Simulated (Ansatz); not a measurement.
Problem. Predict a relaxed structure of W(NH)2Cl2 (WN₂Cl₂H₂), charge 0, singlet, at PBE-D4/def2-SVP (Ansatz).

Solution. 
```xyz
7

W    -0.372   -0.209    0.249
N     0.887    0.789    0.960
H     1.733    1.367    0.937
N    -0.105   -0.351   -1.482
H     0.394   -0.172   -2.359
Cl   -2.373    0.895    0.546
Cl   -0.164   -2.319    1.150
```
Point group C2v (tolerance 0.1 Å). The metal has 4 neighbours: N 1.76 Å, N 1.76 Å, Cl 2.30 Å, Cl 2.30 Å. This is one stationary point.

In the def2 sets W takes a core potential; there is no spin–orbit coupling.
